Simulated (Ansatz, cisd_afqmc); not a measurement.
System: Se, charge 0, triplet.

Total energies in aug-cc-pVQZ-DK, 6 correlated electrons, 14 frozen orbitals. Open shells are spin-unrestricted; no spin-orbit coupling. The -DK rows use spin-free X2C. The Monte Carlo rows (phaseless AFQMC, CISD trial, step 0.005/hartree) carry one-sigma bars that omit the constraint's bias. Outlying blocks are dropped, and bars are widened where a walk drifts. Over all cases where full CI ran beside it in this data, AFQMC minus full CI had a median of +0.1 mEh and passed +0.4 mEh in a tenth of the cases.

| method | program | energy (Eh) | minus CCSDT(Q) (mEh) |
|---|---|---|---|
| HF | Ansatz | -2428.09111 | 132.64 |
| MP2 | Ansatz | -2428.20146 | 22.28 |
| CCSD | Ansatz | -2428.21851 | 5.24 |
| CCSD(T) | Ansatz | -2428.22300 | 0.74 |
| CCSDT(Q) | Ansatz | -2428.22375 | 0.00 |
| AFQMC/CISD | cisd_afqmc | -2428.2234 ± 0.0002 | 0.4 ± 0.2 |

Ansatz is a first-principles code.
